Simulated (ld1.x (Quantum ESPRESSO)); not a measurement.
**Transferability test, TM potential for P**

| Quantity | Value |
| --- | --- |
| Element | phosphorus (P) |
| Generator | ld1.x (Quantum ESPRESSO) 7.5 |
| Type | norm-conserving Troullier–Martins (Kleinman–Bylander form) |
| Functional | PBE |
| Relativity | scalar-relativistic |
| Frozen core | [Ne] |
| Valence charge | 5 |
| Reference configuration | 3s2 3p3 |
| Partial waves | 3s (bound): rc 1.10 bohr; 3p (bound): rc 1.20 bohr; 3d channel at 0.1 Ry: rc 0.90 bohr |
| Local potential | the d channel |
| Core correction | a·sin(br)/r model core inside 0.85 bohr |

Energies are relative to the spin-unpolarised reference configuration 3s2 3p3; without spin polarisation the order of configurations can differ from experiment. The frozen-core shift is the all-electron ΔE with the core orbitals held at their reference shape minus the fully relaxed ΔE.

```json
{"valence configuration": "3s2 3p2", "charge": "+1", "ΔE all-electron (eV)": "9.730", "error AE − PS (meV)": "+3.7", "frozen-core shift (meV)": "+1.1"}
{"valence configuration": "3s2 3p1", "charge": "+2", "ΔE all-electron (eV)": "28.877", "error AE − PS (meV)": "+14", "frozen-core shift (meV)": "+9.3"}
{"valence configuration": "3s2 3p0", "charge": "+3", "ΔE all-electron (eV)": "58.616", "error AE − PS (meV)": "-10", "frozen-core shift (meV)": "+41"}
{"valence configuration": "3s1 3p0", "charge": "+4", "ΔE all-electron (eV)": "110.621", "error AE − PS (meV)": "-13", "frozen-core shift (meV)": "+137"}
{"valence configuration": "3s1 3p4", "charge": "0", "ΔE all-electron (eV)": "8.534", "error AE − PS (meV)": "+0.4", "frozen-core shift (meV)": "+0.6"}
{"valence configuration": "3s0 3p5", "charge": "0", "ΔE all-electron (eV)": "17.200", "error AE − PS (meV)": "+5.7", "frozen-core shift (meV)": "+2.3"}
{"valence configuration": "3s2 3p2.5", "charge": "+0.5", "ΔE all-electron (eV)": "3.775", "error AE − PS (meV)": "+0.7", "frozen-core shift (meV)": "+0.2"}
```

Levels in the configuration 3s1 3p0:

```json
{"level": "3s", "all-electron (eV)": "-58.464", "pseudo (eV)": "-58.441"}
```

Note: ghost state, extra bound levels that the all-electron valence spectrum of the same l lacks: s at -69.3 eV. A true bound ghost makes a file unfit for plane-wave use.
